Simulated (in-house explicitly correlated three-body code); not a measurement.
Computed with an exponentially correlated three-body code. Model: two electrons around a point charge, non-relativistic, variational in 260 exponentially correlated functions (energies converged to about 1e-7 hartree, or 1e-8 relative for large Z).

Command:
```bash
python run_hyl.py task.json out
```
Settings (lengths in bohr, energies in hartree):
```
Z                      2.5
screening              0.125
interaction_strength   1
functions              260
states_tried           13
```

Cost of the run: 49 s on 1 thread of Intel(R) Xeon(R) Platinum 8488C (Sapphire Rapids), with other jobs on the host.

**Those bound S and P states to n = 4 that converged, binding against the one-electron ion.**

Given: nuclear charge 2.5; Yukawa screening of all interactions 0.125 1/bohr.

Computed: one-electron threshold -2.82385268 hartree.

```
term  energy (hartree)  binding (eV)
1 1S       -4.36059951        41.817
2 3S       -3.02984658        5.6054
2 1S        -2.9851033        4.3879
2 3P       -2.96643599        3.8799
2 1P                 ?             ?
3 3S                 ?             ?
3 1S       -2.84399327       0.54805
3 3P       -2.83841265        0.3962
3 1P       -2.83531464        0.3119
```

Task: What belongs in the row 2 1P?

Result: energy (hartree): -2.94863663; binding (eV): 3.3955.

Task: What belongs in the row 3 3S?

Result: energy (hartree): -2.85169782; binding (eV): 0.7577.

**Converged states only, values per electron or pair (inverse distances are <exp(-kr)/r>).**

| term | mean r (bohr) | mean r squared (bohr²) | mean inverse r (1/bohr) | mean r12 (bohr) | mean inverse r12 (1/bohr) | mean cosine | mean p1 dot p2 (bohr⁻²) | delta r1 (bohr⁻³) | delta r12 (bohr⁻³) |
| --- | --- | --- | --- | --- | --- | --- | --- | --- | --- |
| 1 1S | 0.71051 | 0.69113 | 2.0642 | 1.0766 | 1.1365 | -0.051762 | 0.22158 | 3.7739 | 0.26307 |
| 2 3S | 1.9398 | 6.5507 | 1.3459 | 3.3593 | 0.25275 | -0.013121 | 0.010748 | 2.596 | - |
| 2 1S | 2.207 | 8.7553 | 1.3251 | 3.874 | 0.24574 | -0.013418 | 0.013664 | 2.5706 | 0.024624 |
| 2 3P | ? | ? | ? | ? | ? | ? | ? | ? | - |
| 2 1P | 2.1215 | 8.2664 | 1.311 | 3.6964 | 0.24574 | 0.0020657 | 0.10864 | 2.4821 | 0.0028819 |
| 3 3S | 4.9892 | 50.751 | 1.2238 | 9.4032 | 0.061453 | -0.0025166 | 0.0019172 | 2.499 | - |
| 3 1S | ? | ? | ? | ? | ? | ? | ? | ? | ? |
| 3 3P | 5.6475 | 67.29 | 1.216 | 10.719 | 0.056024 | -0.0069836 | -0.02338 | 2.4731 | - |
| 3 1P | 6.1322 | 79.951 | 1.2124 | 11.682 | 0.04954 | 0.00039161 | 0.018304 | 2.4787 | 0.00053067 |

Task: What belongs in the row 2 3P?

Result: mean r (bohr): 1.9483; mean r squared (bohr²): 6.8856; mean inverse r (1/bohr): 1.3237; mean r12 (bohr): 3.3878; mean inverse r12 (1/bohr): 0.26828; mean cosine: -0.042507; mean p1 dot p2 (bohr⁻²): -0.14481; delta r1 (bohr⁻³): 2.4484.

Task: What belongs in the row 3 1S?

Result: mean r (bohr): 5.6433; mean r squared (bohr²): 65.859; mean inverse r (1/bohr): 1.218; mean r12 (bohr): 10.707; mean inverse r12 (1/bohr): 0.055987; mean cosine: -0.0025606; mean p1 dot p2 (bohr⁻²): 0.0024397; delta r1 (bohr⁻³): 2.4943; delta r12 (bohr⁻³): 0.0044883.

**Electric-dipole lines between converged S and P states, rate of the upper state's decay.**

```tsv
s state	p state	p minus s (eV)	oscillator strength from s	rate (1/s)
1 1S	2 1P	38.421	0.33652	7.1854e+09
1 1S	3 1P	?	?	?
2 1S	2 1P	0.99231	0.32513	4.6306e+06
2 1S	3 1P	4.076	0.10656	2.5605e+07
3 1S	2 1P	-2.8475	-0.098625	3.4699e+07
3 1S	3 1P	0.23616	0.70217	566410
2 3S	2 3P	?	?	?
2 3S	3 3P	5.2092	0.06403	2.5131e+07
3 3S	2 3P	-3.1222	-0.13562	5.7367e+07
3 3S	3 3P	0.36151	0.84389	1.5952e+06
```

Task: What belongs in the row 1 1S 3 1P?

Result: p minus s (eV): 41.505; oscillator strength from s: 0.049167; rate (1/s): 1.2251e+09.

Task: What belongs in the row 2 3S 2 3P?

Result: p minus s (eV): 1.7255; oscillator strength from s: 0.44046; rate (1/s): 1.8968e+07.

**Static dipole response.**

```tsv
state	polarisability (bohr³)
1 1S	0.46256
2 3S	114.6
```
